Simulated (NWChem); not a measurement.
**Correlation energy of Zn**

```
Zn
```
Charge 0, spin multiplicity 1.

Program: NWChem.

Basis set: 3-21G. Each correlation energy counts from its own Hartree-Fock reference.

| method | correlation energy (mHa) | difference from CCSD(T) |
|---|---|---|
| MP2 | -186.6 | -1.3 |
| SCS-MP2 | -172.0 | +13.3 |
| CCSD | -184.8 | +0.5 |
| CCSD+T(CCSD) | -185.3 | 0.0 |
| CCSD(T) | -185.3 | 0.0 |
| CR-CCSD[T] | -185.2 | +0.1 |
| CR-CCSD(T) | -185.2 | +0.1 |
| CCSDT | -185.3 | 0.0 |

The values span 14.6 mHa, from MP2 (lowest) to SCS-MP2 (highest). 

The correlated methods keep 9 core orbitals frozen. Coupled-cluster values serve here as a point of comparison, not as the truth.
